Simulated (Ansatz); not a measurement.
`[SiH3]I` + H₂Te → `[SiH3][TeH]` + HI at 400 K and 1 bar (ligand exchange at the Si–I bond).

Isolated molecules relaxed with PBE0-D4/def2-TZVP in Ansatz; ΔE leaves out vibrations. CBS: MP2 limit from def2 TZ/QZ plus the TZ coupled-cluster correction, frozen cores. Elements past krypton have def2 core potentials. For I, Te outer-core shells are correlated without core-valence functions, which leaves a few kJ/mol of doubt a bond.

| species | CCSD(T)/CBS energy (Eh) | H − E (kJ/mol) | S (J/(mol·K)) |
| --- | --- | --- | --- |
| `[SiH3]I` | -588.34840 | 84.4 | 288.4 |
| H₂Te | -268.91024 | 45.0 | 239.1 |
| `[SiH3][TeH]` | -559.21313 | 104.4 | 319.1 |
| HI | -298.03592 | 25.7 | 215.0 |

H − E and S are ideal-gas, rigid-rotor, harmonic terms from PBE0-D4/def2-TZVP. 1 Eh = 2625.50 kJ/mol, R = 8.31446 J/(mol·K).

Q: By hand: ΔE, ΔH, ΔS and ΔG.

A: ΔE = (-559.21313) + (-298.03592) − (-588.34840) − (-268.91024) = 0.00959 Eh = 25.2 kJ/mol. Δ(H − E) = 104.4 + 25.7 − 84.4 − 45.0 = 0.7, so ΔH = 25.9 kJ/mol. ΔS = 319.1 + 215.0 − 288.4 − 239.1 = 6.6 J/(mol·K). ΔG = 25.9 − 400 × (6.6)/1000 = 23.3 kJ/mol.

Q: By hand: the equilibrium constant, and the temperature at which ΔG would vanish if ΔH and ΔS stayed fixed.

A: log₁₀ K = −ΔG/(RT ln 10) = -3.0. ΔG = 0 at ΔH/ΔS = 3924 K, far beyond where these terms or the molecules hold.

The number of gas molecules stays the same, so ΔS is small and ΔH decides. A doubt of 5 kJ/mol in ΔE shifts log₁₀ K by 0.7 here. These are equilibria of isolated gas molecules and say nothing of rates. Largest T1 diagnostic: 0.011 (customary marks: 0.02 for closed shells, 0.045 for open ones).
